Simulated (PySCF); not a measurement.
Fractional electron number in Xe⁺ (xenon, charge +1)

The 5p beta orbital of [Kr] 4d10 5s2 5p5 is emptied in steps (occupation f), with all orbitals relaxed, ending at [Kr] 4d10 5s2 5p4. All numbers are calculated (PySCF 2.14, a scalar-relativistic core potential, in aug-cc-pVTZ-PP with ECP28MDF (6s5p4d2f, 55 functions)). The exact energy is a straight line in f; departures are measured from the line between the end points of the same method.

```json
{"f": "1", "UHF (eV)": "0.000", "LDA (eV)": "0.000", "PBE (eV)": "0.000", "PBE0 (eV)": "0.000", "r2SCAN (eV)": "0.000", "LC-wPBE (eV)": "0.000", "BHandHLYP (eV)": "0.000", "wB97X (eV)": "0.000", "B3LYP (eV)": "0.000", "r2SCAN0 (eV)": "0.000"}
{"f": "0.8", "UHF (eV)": "0.125", "LDA (eV)": "-0.743", "PBE (eV)": "-0.717", "PBE0 (eV)": "-0.510", "r2SCAN (eV)": "-0.665", "LC-wPBE (eV)": "-0.065", "BHandHLYP (eV)": "-0.322", "wB97X (eV)": "-0.146", "B3LYP (eV)": "-0.570", "r2SCAN0 (eV)": "-0.475"}
{"f": "0.6", "UHF (eV)": "0.183", "LDA (eV)": "-1.117", "PBE (eV)": "-1.075", "PBE0 (eV)": "-0.764", "r2SCAN (eV)": "-0.987", "LC-wPBE (eV)": "-0.095", "BHandHLYP (eV)": "-0.485", "wB97X (eV)": "-0.229", "B3LYP (eV)": "-0.856", "r2SCAN0 (eV)": "-0.703"}
{"f": "0.4", "UHF (eV)": "0.180", "LDA (eV)": "-1.118", "PBE (eV)": "-1.074", "PBE0 (eV)": "-0.762", "r2SCAN (eV)": "-0.973", "LC-wPBE (eV)": "-0.093", "BHandHLYP (eV)": "-0.489", "wB97X (eV)": "-0.243", "B3LYP (eV)": "-0.858", "r2SCAN0 (eV)": "-0.692"}
{"f": "0.2", "UHF (eV)": "0.118", "LDA (eV)": "-0.746", "PBE (eV)": "-0.715", "PBE0 (eV)": "-0.506", "r2SCAN (eV)": "-0.638", "LC-wPBE (eV)": "-0.060", "BHandHLYP (eV)": "-0.328", "wB97X (eV)": "-0.174", "B3LYP (eV)": "-0.573", "r2SCAN0 (eV)": "-0.454"}
{"f": "0", "UHF (eV)": "0.000", "LDA (eV)": "0.000", "PBE (eV)": "0.000", "PBE0 (eV)": "0.000", "r2SCAN (eV)": "0.000", "LC-wPBE (eV)": "0.000", "BHandHLYP (eV)": "0.000", "wB97X (eV)": "0.000", "B3LYP (eV)": "0.000", "r2SCAN0 (eV)": "0.000"}
```

**Question.** For BHandHLYP, how does the orbital energy at f = 1 compare with the removal energy?

**Answer.** −ε = 19.073 eV against a total-energy difference of 21.074 eV. By Janak's theorem ε = ∂E/∂f, so the gap between them reflects the curvature. Along the path −ε is 19.859 (f = 0.8), 20.655 (f = 0.6), 21.463 (f = 0.4), 22.290 (f = 0.2) eV.

| method | E(f=0) − E(f=1) (eV) | −ε at f=1 (eV) | −ε at f=0.4 (eV) |
| --- | --- | --- | --- |
| UHF | 20.076 | 20.871 | 19.910 |
| LDA | 21.365 | 16.733 | 22.291 |
| PBE | 21.054 | 16.577 | 21.954 |
| PBE0 | 21.104 | 17.914 | 21.749 |
| r2SCAN | 21.119 | 16.930 | 22.006 |
| LC-wPBE | 21.170 | 20.759 | 21.261 |
| BHandHLYP | 21.074 | 19.073 | 21.463 |
| wB97X | 21.142 | 20.263 | 21.268 |
| B3LYP | 21.198 | 17.646 | 21.904 |
| r2SCAN0 | 21.138 | 18.143 | 21.776 |

Reference removal energy between the ground levels: 20.975 eV (semi-empirical (NIST evaluation); NIST Atomic Spectra Database, ionization energies). The calculation has no spin-orbit coupling. UHF lacks correlation.
